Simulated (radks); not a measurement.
Species: the germanium ion Ge25+. Configuration: [He] 2s2 2p3 (the NIST ground configuration). Calculated with a radial shooting solver on a logarithmic mesh with Libxc functionals: Dirac Kohn-Sham, PBEsol, spin-unpolarised, spherical densities, finite nucleus; open shells are shared between the two j in proportion to 2j + 1; Fermi nuclear charge, rms radius 4.0742 fm. Some entries of the table are withheld. Estimate them.

orbital,occ.,eigenvalue (eV),<1/r> (bohr^-1),r(max) (bohr)
1s1/2,2,(1),32.43,0.03071
2s1/2,2,-2649.535,7.563,0.1708
2p1/2,1,-2541.429,7.505,(2)
2p3/2,2,-2504.815,7.306,(3)
3s1/2,0,-1088.398,3.153,0.4520
3p1/2,0,(4),3.117,(5)
3p3/2,0,(6),3.064,(7)
3d3/2,0,-1001.372,2.988,0.3351
3d5/2,0,-998.9153,2.974,0.3364

Answer. 
(1) 1s1/2 eigenvalue (eV): -12450.43
(2) 2p1/2 r(max) (bohr): 0.1335
(3) 2p3/2 r(max) (bohr): 0.1362
(4) 3p1/2 eigenvalue (eV): -1053.176
(5) 3p1/2 r(max) (bohr): 0.4266
(6) 3p3/2 eigenvalue (eV): -1043.509
(7) 3p3/2 r(max) (bohr): 0.4313
